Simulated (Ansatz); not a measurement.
```yaml
crystal:
  periodic: [false, false, false]
  atoms:
    - {symbol: C, position_ang: [-0.676373, 1.729796, -0.851642]}
    - {symbol: Y, position_ang: [0.128367, -0.482138, -0.694135]}
    - {symbol: C, position_ang: [1.385552, -0.762874, 1.282370]}
    - {symbol: O, position_ang: [-1.225452, -1.915641, -1.049653]}
    - {symbol: H, position_ang: [-1.387641, 1.920403, -1.664686]}
    - {symbol: H, position_ang: [-1.198754, 1.993124, 0.079803]}
    - {symbol: H, position_ang: [0.130982, 2.469583, -0.955533]}
    - {symbol: H, position_ang: [0.721114, -0.922058, 2.143107]}
    - {symbol: H, position_ang: [1.980339, 0.130737, 1.519653]}
    - {symbol: H, position_ang: [2.079649, -1.614190, 1.281153]}
    - {symbol: H, position_ang: [-1.937784, -2.546742, -1.090447]}
basis:
  gaussian: {orbitals: def2-mTZVP}
total_charge: 3
magnetization: {spin_polarized: true, initial_magnetization: 1}
hamiltonian: {xc: {name: wB97X-V}}
accuracy: high
scf: {lower_state_search: off}
```

```sh
$ ansatz run in.yaml --threads 4 --pin off --events-out ev --progress --plain --max-ram 10444MiB
```

It prints (some lines left out):

```
Functional definition: wB97X-V
2472 factors; integrals over basis functions are off by at most 5.7e-9 eV
563 factors; integrals over basis functions are off by at most 2.1e-9 eV
mean field evaluation 1: about -5205.1353 eV, gradient 9.1e1 eV
mean field evaluation 2: about -5055.0212 eV, gradient 1.5e2 eV
mean field evaluation 4: about -5232.2180 eV, gradient 1.8e1 eV
mean field evaluation 8: about -5234.4569 eV, gradient 9.4e0 eV
mean field evaluation 16: about -5236.1427 eV, gradient 8.4e-3 eV
mean field -5236.14266925 eV, -192.4246939099 hartree, gradient 5.3e-8 eV, S^2 1.712293; 0 other end points of the search recorded, 0 dependent functions left out
reference -5236.14266893 eV, -192.4246938981 hartree; 18, 17 occupied and 98, 99 virtual orbitals, 2472 factors
Total energy: -5236.14266893 eV, -192.4246938981 hartree
Checks for a lower state left out: stability, starts, cluster_reference, orbital_swaps, neighbouring_geometries, increment
```

Question: Something in this input is off. What?

Answer: The charge is far from anything that the molecule holds. Self-consistency was reached. The result belongs to that input, not to the molecule as meant.
